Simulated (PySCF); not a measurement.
# Radial density of Yb²⁺ (ytterbium, charge +2)

UHF, [Xe] 4f13 6s1, 6s spin antiparallel (an excited configuration). All numbers are calculated (PySCF 2.14, scalar relativity by spin-free X2C-1e, in cc-pVDZ-X2C).

| r (bohr) | 4πr²ρ (e/bohr) | 4πr²(ρα − ρβ) |
| --- | --- | --- |
| 0.0180 | 90.30 | 0.0003 |
| 0.0303 | 86.12 | 0.0019 |
| 0.0510 | 122.0 | -0.0040 |
| 0.0858 | 107.5 | 0.0075 |
| 0.144 | 108.5 | 0.0884 |
| 0.243 | 78.09 | 0.5989 |
| 0.408 | 63.01 | 1.4382 |
| 0.687 | 37.80 | 1.1129 |
| 1.15 | 13.24 | 0.2901 |
| 1.94 | 3.006 | -0.1132 |
| 3.27 | 0.4349 | -0.3730 |
| 5.50 | 0.07323 | -0.0732 |
| 9.24 | 0.0005772 | -0.0006 |

Densities and radii are taken from the X2C orbitals without a picture-change correction, which distorts them close to the nucleus.

Spin-orbit coupling, absent here, splits the open shell strongly. With the s spin flipped the determinant is a mixture of two multiplicities, not a spectroscopic state.
